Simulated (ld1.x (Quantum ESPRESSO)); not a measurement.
## u(r) = r·R(r): atom against pseudo-atom (Tm (Z = 69))

Columns: radius, all-electron u(r) and pseudo u(r) of the 5p shell (level -26.66 eV) of thulium in the configuration [Kr] 4d10 4f13 5s2 5p6 5d0.5 6s1.5 6p0; PBE, scalar-relativistic, TM scheme, ld1.x (Quantum ESPRESSO) 7.5.

| r (bohr) | all-electron | pseudo |
| --- | --- | --- |
| 0.160 | -0.3146 | -0.0243 |
| 0.320 | 0.3040 | -0.0976 |
| 0.480 | 0.4140 | -0.2207 |
| 0.640 | -0.0162 | -0.3904 |
| 0.800 | -0.4695 | -0.5894 |
| 0.960 | -0.7694 | -0.7779 |
| 1.120 | -0.9133 | -0.9044 |
| 1.280 | -0.9436 | -0.9411 |
| 1.440 | -0.9033 | -0.9032 |
| 1.600 | -0.8249 | -0.8249 |
| 1.760 | -0.7302 | -0.7302 |
| 1.920 | -0.6326 | -0.6326 |
| 2.080 | -0.5397 | -0.5397 |
| 2.240 | -0.4553 | -0.4553 |
| 2.400 | -0.3808 | -0.3808 |
| 2.560 | -0.3164 | -0.3164 |
| 2.720 | -0.2617 | -0.2617 |
| 2.880 | -0.2156 | -0.2156 |
| 3.040 | -0.1770 | -0.1770 |
| 3.200 | -0.1451 | -0.1451 |
| 3.360 | -0.1186 | -0.1186 |
| 3.520 | -0.0969 | -0.0969 |
| 3.680 | -0.0790 | -0.0790 |
| 3.840 | -0.0643 | -0.0643 |
| 4.000 | -0.0523 | -0.0523 |
| 4.160 | -0.0425 | -0.0425 |

Task: How many radial nodes do the two functions have?

Result: The all-electron 5p function has n − l − 1 = 3 (the table is too coarse to show those close to the nucleus); the pseudo-wave has 0, since the states of the same l below it are removed with the core.

Task: At about which radius was the pseudo-wave matched?

Result: 1.55 bohr, where the columns begin to agree (steps of 0.16 bohr).

Task: Where does each function peak?

Result: Outermost all-electron maximum near 1.28 bohr, pseudo maximum near 1.28 bohr (to the table’s step).

Task: Is the pseudo-wave norm-conserving?

Result: Yes: the TM scheme keeps the norm inside the radius equal to the all-electron one, which fixes the energy derivative of the logarithmic derivative at the level.
